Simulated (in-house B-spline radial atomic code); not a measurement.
## Binding energies in the argon ion Ar⁺

NIST's tabulated ground configuration is [Ne] 3s2 3p5; each binding energy is the energy of the ion with one electron taken from that subshell, relaxed, less that of the parent. Method: Dirac-Kohn-Sham PBE, spherical fractional occupations, Fermi nucleus of rms radius 3.4274 fm. Calculated with an all-electron radial atomic-structure program (B-spline basis). Energies include first-order Breit, QED and recoil terms.

| subshell | X-ray name | binding energy (eV) | -ε (eV) | relaxation (eV) |
| --- | --- | --- | --- | --- |
| 1s | K | 3235.1 | 3134.2 | -103.8 |
| 2s | L1 | 329.9 | 310.8 | -19.2 |
| 2p1/2 | L2 | 266.7 | 245.3 | -21.6 |
| 2p3/2 | L3 | 264.4 | 243.0 | -21.4 |
| 3s | M1 | 43.8 | 36.69 | -7.12 |
| 3p | M2,3 | 28.66 | 22.12 | -6.54 |

Relaxation = -ε minus the binding energy without Breit, QED and recoil terms. With a density functional, K lines can miss by some tenths of a per cent, more in light atoms. For a density functional the relaxation so defined is negative, because -ε of a Kohn-Sham level is smaller than the binding energy.

Emission lines follow as differences of binding energies, with λ = 12398.42 eV·Å / E:

```tsv
line	holes	energy (eV)	wavelength (Å)
K-L3	1s → 2p3/2	2970.7	4.1736
K-L2	1s → 2p1/2	2968.4	4.1768
L3-M1	2p3/2 → 3s	220.6	56.203
```

**Question.** What screening constant σ does Moseley's law, E = (3/4)·13.6057 eV·(Z - σ)², need for K-L3?

**Answer.** σ = 0.94.

**Question.** What does it cost to remove both a 1s and a 3p electron?

**Answer.** 3282.1 eV, which is 18.37 eV more than the two single binding energies together.

**Question.** What does it cost to remove both a 2p1/2 and a 3s electron?

**Answer.** 328.98 eV, which is 18.51 eV more than the two single binding energies together.

**Question.** What does it cost to remove both a 2p3/2 and a 2p1/2 electron?

**Answer.** 576.54 eV, which is 45.5 eV more than the two single binding energies together.
